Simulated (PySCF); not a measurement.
**Telling isomers of C₇H₁₁F apart by NMR**

Theory: GFN2-xTB structure, shielding tensors at PBE0/pcSseg-1 (GIAO), in PySCF 2.14 (non-relativistic Hamiltonian, equivalent nuclei averaged, no solvent model, single conformer).

References, each an isolated molecule treated in the same way: TMS for $^{1}$H (σ = 31.72 ppm) and $^{13}$C (σ = 186.93 ppm). Splittings of carbon signals by F and P are missing where no couplings were computed. Where no couplings were computed, multiplicities follow the n + 1 count of equivalent neighbours, and m marks all less simple cases (inequivalent or close neighbours, rings, F or P nearby). Shifts are as computed. Against solution values, carbons near 30 ppm lie about +3 ppm off and those near 130 ppm about +5 ppm. Of 1211 compounds with measured shifts, 218 miss one by over three times the rms of a fit or turn the order of signals round; such compounds aren't used in these exercises.

(1) Tabulate the signals of `CC(C)(C)C#CCF`, `C[C@@H]1C[C@]12C[C@@]2(C)F` and their relative energies.

(2) What is the quickest way to tell CC(C)(C)C#CCF from C[C@@H]1C[C@]12C[C@@]2(C)F?

## Answers

(1) 
```tsv
SMILES	carbon types	δC	δH	E rel. (kcal/mol)
CC(C)(C)C#CCF	3×C 1×CH2 3×CH3	107.3, 81.5, 73.9, 32.5, 28.0	5.34 (m, 2H), 1.30 (s, 9H)	6.2
C[C@@H]1C[C@]12C[C@@]2(C)F	2×C 1×CH 2×CH2 2×CH3	82.3, 26.3, 22.2, 18.3, 17.7, 16.2, 15.8	1.56 (m, 3H), 1.30 (m, 1H), 1.19 (m, 1H), 1.18 (m, 1H), 1.08 (m, 3H), 0.66 (m, 1H), 0.60 (m, 1H)	0.0
```

Energies are electronic energies at PBE0/pcSseg-1 on these geometries, without zero-point or thermal terms, each for the one conformer computed, which needn't be the lowest.

(2) Count the carbon signals: 5 against 7. The first has a propargylic sp3 CH2 bonded to F at 73.9 ppm, the second a three-membered-ring carbon (CH) at 16.2 ppm. Their most deshielded carbons lie at 107.3 and 82.3 ppm. In the proton spectra the most deshielded non-exchanging signals are 5.34 (m, 2H) and 1.56 (m, 3H).
